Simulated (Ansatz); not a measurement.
```yaml
crystal:
  periodic: [false, false, false]
  atoms:
    - {symbol: C, position_ang: [0.599779, -2.387580, -1.943123]}
    - {symbol: C, position_ang: [-0.053485, -1.171832, -1.347827]}
    - {symbol: C, position_ang: [-1.544966, -1.146933, -1.359252]}
    - {symbol: O, position_ang: [0.424559, 0.021960, -1.899225]}
    - {symbol: Si, position_ang: [0.780763, 1.605340, -1.622953]}
    - {symbol: O, position_ang: [0.556477, 1.899888, -0.024360]}
    - {symbol: C, position_ang: [0.073197, 1.211146, 1.181515]}
    - {symbol: C, position_ang: [1.318573, 0.631345, 1.844599]}
    - {symbol: C, position_ang: [-0.697872, 2.323296, 2.037275]}
    - {symbol: H, position_ang: [1.659445, -2.298475, -1.934692]}
    - {symbol: H, position_ang: [0.259944, -2.340279, -3.032388]}
    - {symbol: H, position_ang: [0.217198, -3.267548, -1.591009]}
    - {symbol: H, position_ang: [0.267207, -1.103827, -0.262880]}
    - {symbol: H, position_ang: [-2.061137, -0.337417, -0.825937]}
    - {symbol: H, position_ang: [-1.941559, -2.064117, -0.821758]}
    - {symbol: H, position_ang: [-1.937961, -1.162932, -2.280950]}
    - {symbol: H, position_ang: [-0.589202, 0.481488, 0.901375]}
    - {symbol: H, position_ang: [0.928900, 0.180684, 2.802041]}
    - {symbol: H, position_ang: [1.760731, -0.080773, 1.272078]}
    - {symbol: H, position_ang: [2.015649, 1.404496, 2.178158]}
    - {symbol: H, position_ang: [0.055128, 3.079500, 2.265340]}
    - {symbol: H, position_ang: [-1.443220, 2.764846, 1.478733]}
    - {symbol: H, position_ang: [-0.929083, 1.887249, 2.926795]}
basis:
  gaussian: {orbitals: def2-mTZVPP}
total_charge: -1
magnetization: {spin_polarized: true, initial_magnetization: 1}
hamiltonian: {xc: {name: HF}}
correlation: {method: mp2, frozen_orbitals: {C: 9}}
accuracy: high
```

```sh
$ ansatz run in.yaml --threads 4 --pin off --events-out ev --progress --plain --max-ram 66560MiB --backend cpu
```

(1) How does Ansatz answer? (Best estimate.)

Results:

(1) Ansatz gave: The input was rejected before any iteration.
```
Functional definition: HF
  name "HF"
  cite "Fock, Z. Phys. 61, 126 (1930) doi:10.1007/BF01340294"
  parent pbe
  exchange = exact_x
  correlation = 0
Error: "frozen_orbitals" has no count for O
```
